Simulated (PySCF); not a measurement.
Zn(H)(SH) (H2SZn), SMILES [SH][ZnH].

Geometry: B3LYP-D3(BJ)/def2-TZVP.

Level of theory: IEF-PCM-PBE0/def2-SVP (PySCF).

The values are the electrostatic part of the solvation free energy, E(continuum) − E(gas) at the gas-phase geometry, in a cavity of scaled van der Waals radii (PySCF's table); cavitation and dispersion terms are not included. A continuum can't describe solvent molecules that bind to the metal. In vacuum the orbital gap is 7.02 eV. The dipole moment in vacuum is 1.54 D.

Computed values in water (ε = 78.36), diethylether (ε = 4.24), ethylethanoate (ε = 5.99):
```tsv
solvent	ε	ΔG(elec) (kcal/mol)	dipole (D)	gap (eV)
water	78.36	-14.2	2.16	7.54
diethylether	4.24	-9.3	1.96	7.36
ethylethanoate	5.99	-10.6	2.02	7.41
```
